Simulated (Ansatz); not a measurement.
Start from `[OH][SnH]([Cl])[Br]` and change one atom or group to get `[OH][SnH]([Cl])[SiH2]F`.

Ansatz, PBE0-D4/def2-TZVP geometries, multiplicity 1. Each molecule was computed in one conformer, which needn't be the lowest.

Elements past krypton have def2 core potentials. Scalar relativity is left out up to krypton.

| property | `[OH][SnH]([Cl])[Br]` |
| --- | --- |
| size of the dipole moment (B3LYP/def2-TZVPP) / D | 0.79 |
| size of the dipole moment (PBE/def2-TZVPP) / D | 0.80 |
| size of the dipole moment (ωB97M-V/def2-TZVPP) / D | 0.81 |
| HOMO energy (B3LYP/def2-TZVPP) / eV | -8.51 |
| LUMO energy (ωB97M-V/def2-TZVPP) / eV | 0.01 |
| HOMO energy (ωB97M-V/def2-TZVPP) / eV | -11.02 |

**Question.** What does the change do to each property? (An estimate is asked.)

**Answer.** The calculation gave: 
```
                                          property  `[OH][SnH]([Cl])[SiH2]F`  shift
  size of the dipole moment (B3LYP/def2-TZVPP) / D                      1.84   1.05
    size of the dipole moment (PBE/def2-TZVPP) / D                      1.72   0.92
size of the dipole moment (ωB97M-V/def2-TZVPP) / D                      1.88   1.07
               HOMO energy (B3LYP/def2-TZVPP) / eV                     -7.90   0.61
             LUMO energy (ωB97M-V/def2-TZVPP) / eV                      0.31   0.30
             HOMO energy (ωB97M-V/def2-TZVPP) / eV                    -10.16   0.86
```

With PBE0 the HOMO rises by 0.67 eV and the LUMO rises by 0.56 eV, so the gap narrows by about 0.11 eV. PBE moves the HOMO by 0.58 eV and ωB97M-V by 0.86 eV. Dipoles are sizes alone; their direction can turn.

B3LYP here is the variant with VWN-RPA as its local correlation; programs differ in this.

Spin–orbit coupling is left out; it splits and shifts lone-pair levels of the heavy atoms by tenths of an eV.
